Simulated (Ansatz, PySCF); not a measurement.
Breaking the Si1–Cl2 bond in ClH3Si (SMILES [SiH3]Cl) (multiplicity 1 held, fragments rigid). Energies count from the point at 2.066 Å.
Geometry at that point (charge 0, multiplicity 1):
```csv
atom,x (Å),y (Å),z (Å)
Si,-0.9909,-0.0342,-0.0269
Cl,1.0734,0.0371,0.0291
H,-1.3975,-1.0115,-1.0553
H,-1.4964,1.3105,-0.3652
H,-1.4809,-0.4500,1.3017
```

Restricted levels (R-, RO-) in cc, def2 and unpolarised 6-31G sets keep to the state of the molecule at rest. U- levels take the lowest unrestricted solution at each point, which mixes spins at long bonds. Left out are points that failed, MP2 points that dive below the minimum, coupled-cluster points behind a jump of the amplitudes or a sharp parting from full CI or MRCI, small-basis points behind a change of solution, and semi-empirical points at long bonds. Levels need not reach the same state.

Frozen-core correlation. Rows in 6-31G* carry no dispersion term and start afresh at each structure (6-31G* with six Cartesian d functions). MP2/6-31G* freezes PySCF's default core.

Codes used: Ansatz (a program for electronic structure) with Gaussian orbitals; PySCF for 6-31G* rows. Values without a source in brackets are computed.

Energies in kJ/mol.

| R (Å) | R-PBE/cc-pV(T+d)Z | U-PBE/cc-pV(T+d)Z | R-MP2/6-31G* | U-SCS-MP2/cc-pV(T+d)Z |
|---|---|---|---|---|
| 1.653 | 288 | 288 | 304 | 292 |
| 1.860 | 51 | 51 | 52 | 50 |
| 2.066 | 0 | 0 | 0 | 0 |
| 2.273 | 25 | 25 | 32 | 31 |
| 2.480 | 79 | 79 | 93 | 92 |
| 2.790 | 170 | 170 | 194 | 196 |
| 3.099 | 251 | 251 | 283 | 333 |
| 3.616 | 350 | 348 | 401 | 430 |
| 4.133 | 410 | 393 | 482 | 452 |
| 4.753 | 450 | 415 | 539 | 458 |
| 5.579 | 474 | 427 | left out | 460 |
| 6.612 | 485 | 432 | left out | 460 |

Doubts at one or more of the structures used: a restricted determinant that unrestricted orbitals would lower (R-PBE/cc-pV(T+d)Z, R-MP2/6-31G*); a spin-contaminated determinant (U-PBE/cc-pV(T+d)Z, U-SCS-MP2/cc-pV(T+d)Z).
